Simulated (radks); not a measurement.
Excited configurations of Ag2+: one electron is placed in a higher orbital outside [Kr] 4d8. The ground configuration is [Kr] 4d9. All-electron calculation, Dirac Kohn-Sham, BLYP, spin-unpolarised, spherical densities, finite nucleus; open shells fill j = l - 1/2 first; Fermi nuclear charge, rms radius 4.5454 fm. Program: a radial shooting solver on a logarithmic mesh with Libxc functionals. Excitation = E - E(ground); binding = E(ion) - E, where the ion is the core of charge +3; n* = 3/sqrt(2 binding) in atomic units, and the quantum defect is n - n*.

outer orbital,excitation (eV),binding (eV),n*,quantum defect,<r> (bohr)
4f5/2,27.717,8.074,3.894,0.106,5.318
5s1/2,8.664,27.127,2.125,2.875,2.460
5d3/2,23.807,11.985,3.196,1.804,4.262
5f5/2,30.219,5.572,4.688,0.312,9.049
6s1/2,23.555,12.236,3.163,2.837,5.152
6p1/2,25.555,10.236,3.459,2.541,5.878
6d3/2,28.602,7.189,4.127,1.873,7.837
6f5/2,31.795,3.996,5.536,0.464,13.73
7d3/2,30.982,4.809,5.046,1.954,12.23

The Delta-SCF ionisation energy is 35.791 eV (NIST Atomic Spectra Database: 34.8 eV, semi-empirical). Self-interaction in the functional shifts the binding energies and quantum defects, so they are the method's values and not measured ones. Spin polarisation and multiplet splitting are left out, so open shells lie too high by an amount that depends on their filling.

Beside tabulated values, note that spin-unpolarised runs miss the spin-polarisation part of the exchange energy of open shells.
